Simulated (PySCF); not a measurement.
C2H11ClGe2Si.
Structure used (PBE0-D3(BJ)/def2-SVP), in Å, numbered top down from 1:
```
atom  x, y, z in Å
Cl1   -1.9671   -0.6800    2.3905
Si2   -2.1843    0.4059    0.6251
C3    -1.4604   -0.5657   -0.7900
Ge4    0.2416   -1.4744   -0.3931
C5     1.4055   -0.3101    0.6622
Ge6    1.9870    1.3116   -0.2619
H7    -1.4645    1.6952    0.8250
H8    -3.6406    0.6729    0.4508
H9    -2.1830   -1.3286   -1.1221
H10   -1.3058    0.1273   -1.6347
H11   -0.0518   -2.7797    0.3696
H12    0.9249   -1.8206   -1.7345
H13    2.2987   -0.8792    0.9643
H14    0.8707   -0.0342    1.5851
H15    0.7659    2.0929   -0.7892
H16    2.8774    0.9393   -1.4635
H17    2.7831    2.2272    0.6882
```

Linear response at PBE0/def2-SVPD (PySCF, frozen core in the response, non-relativistic). The PBE0/def2-SVPD calculation is non-relativistic and has no spin–orbit coupling, an omission that weighs most on germanium.

Static isotropic polarisability: 125.11 au (18.54 Å³), principal values 115.6, 122.9, 136.8 au.

Question: What is the polarisability at 1064 nm and at the sodium D line?

Answer: 126.34 au at 1064 nm (+1.0 %), 129.23 au at 589.3 nm (+3.3 %). The rise at 589.3 nm is 3.36 times that at 1064 nm; a pure ω² law gives 3.26. The lowest singlet lies at 172 nm, shorter than both wavelengths.

Question: What is the isotropic C6 coefficient between two such molecules, C6 = (3/π)∫α(iω)² dω?

Answer: 5574 au (Eh·bohr⁶) by a ten-point quadrature over imaginary frequencies, which is 3330 eV·Å⁶ or 321 J·nm⁶/mol.

Question: Which effective excitation energy ω̄ makes London's formula C6 = (3/4)α²ω̄ exact here?

Answer: ω̄ = 4·C6/(3α²) = 0.475 Eh = 12.9 eV. A one-pole form α(ω) = α/(1 − ω²/ω̄²) fitted to the 1064 nm value gives 11.8 eV.

Question: How many electrons N does the Slater–Kirkwood formula C6 = (3/4)·√N·α^(3/2) need to give this C6?

Answer: N = (4·C6/3)²/α³ = 28.2; the species has 118 electrons in all.

Question: What n − 1 at the D line would an ideal gas of it have at 273.15 K and 1 atm (2.6868 × 10¹⁹ cm⁻³), by n − 1 = 2π·N·α′?

Answer: 32.33 × 10⁻⁴, a formal value whether or not that pressure can be reached.

Question: The lowest 6 singlets have (eV, f): 7.20, 0.011; 7.24, 0.005; 7.46, 0.001; 7.57, 0.011; 7.71, 0.013; 7.71, 0.005. What share of the static polarisability do they carry in the sum over states α = Σ f/ω²?

Answer: 0.61 au, 0.5 % of α; the largest term, 0.16 au, is that of the state at 7.71 eV. Their oscillator strengths add up to 0.05. Higher states carry the rest.

Question: What molar refraction at the D line follows from R = (4π/3)·N_A·α′, with α′ the polarisability volume?

Answer: α′ = 19.15 Å³ gives R = 48.31 cm³/mol, for isolated, non-vibrating species.

Question: What three-body coefficient follows from the one-pole estimate C9 = (3/4)·α·C6?

Answer: 523000 au. This is an estimate from the two numbers above, not a computed integral.

Question: How anisotropic is the static polarisability, by Δα² = ½[(α1 − α2)² + (α2 − α3)² + (α3 − α1)²]?

Answer: Δα = 18.6 au, or 0.15 of the isotropic value.

Time: 77 s wall; peak memory 1.0 GiB. Hardware: one thread of an Arm Neoverse V1, shared host with 32 logical CPUs at a one-minute load of 13. This is the whole response run at PBE0/def2-SVPD, SCF included.

One conformer stands for the species.
